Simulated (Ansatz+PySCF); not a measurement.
The numbers below are computed, except where a source is named.
Input for Ansatz (development build ahead of 0.2.0):

```yaml
crystal:
  periodic: [false, false, false]
  atoms:
    - { symbol: H, position_ang: [0.0, 0.0, 0.0] }
    - { symbol: H, position_ang: [0.0, 0.0, 2.5] }
    - { symbol: H, position_ang: [0.0, 0.0, 5.0] }
    - { symbol: H, position_ang: [0.0, 0.0, 7.5] }
basis:
  gaussian: { orbitals: cc-pVDZ }
magnetization:
  spin_polarized: true
hamiltonian:
  xc: pbe0
scf:
  omitted_lower_state_checks: [stability, starts, atomic_configurations, cluster_reference, orbital_swaps, given_window_search, neighbouring_geometries, increment]
```

The input is written out in the form of the current development build from the run's settings.

Output:

```
Converged                                                          : yes
Total energy                                                       : -1.88999 hartree
Spin squared of the determinant                                    : 0.000
Occupied orbitals by symmetry in an Abelian subgroup (alpha; beta) : 1 Ag 1 B1u; 1 Ag 1 B1u
```

This is not the lowest solution: another run reaches a determinant 3.21 eV lower.
